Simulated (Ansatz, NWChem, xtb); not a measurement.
BH2Br (SMILES [H]B([H])Br): methods side by side

The species is BH2Br (4 atoms), meant as a singlet with charge 0. SMILES: `[H]B([H])Br`. The shape is that of a GFN2-xTB optimisation.

Each level gives the vertical energy of the triplet above the singlet (eV). The values are calculated.

| level | kind | program | value (eV) | CPU time (all runs) |
| --- | --- | --- | --- | --- |
| GFN2-xTB | semi-empirical | xtb | 4.38 | under 2 s |
| GFN0-xTB | semi-empirical | xtb | 4.46 | under 2 s |
| GFN1-xTB | semi-empirical | xtb | 4.24 | under 2 s |
| HF/STO-3G | Hartree–Fock | Ansatz | 5.33 | 0.47 s |
| SVWN5/STO-3G | LDA | Ansatz | 4.88 | 1.7 s |
| BLYP/STO-3G | GGA | Ansatz | 4.88 | 2.7 s |
| PBE/STO-3G | GGA | Ansatz | 4.84 | 2.8 s |
| revPBE/STO-3G | GGA | Ansatz | ? | 2.8 s |
| FT97/x2c-TZVPall-2c (sfX2C) | GGA | NWChem | ? | 26 s |
| r2SCAN/STO-3G | meta-GGA | Ansatz | 4.84 | 8.1 s |

(1) Estimate the missing values from the other rows.

Results:

(1) As computed at these levels: revPBE/STO-3G: 4.86 eV; FT97/x2c-TZVPall-2c (sfX2C): 4.13 eV. All-electron rows without a relativistic Hamiltonian named are non-relativistic. Spin-orbit coupling, which can split open shells on such heavy atoms by tenths of an eV, is left out. The values span 4.13 to 5.33 eV. The xTB rows lack spin polarisation, so open shells miss the exchange term that lowers them. Times are those of the runs behind each value, whatever else they computed, on shared processors of several kinds: orders of magnitude only.
